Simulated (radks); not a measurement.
Task: All-electron calculation, non-relativistic Kohn-Sham, LDA (Slater exchange, Perdew-Wang correlation), spin-polarised, spherical densities, point nucleus; open shells are filled with parallel spins first. Program: a radial shooting solver on a logarithmic mesh with Libxc functionals. Each species is in its NIST ground configuration. Rank B3+, C3+, F3+, N3+, Ne3+, O3+ by mean radius of the outermost orbital (bohr), largest first.

Result: C3+ 1.28, N3+ 1.11, O3+ 0.989, F3+ 0.893, Ne3+ 0.814, B3+ 0.329.
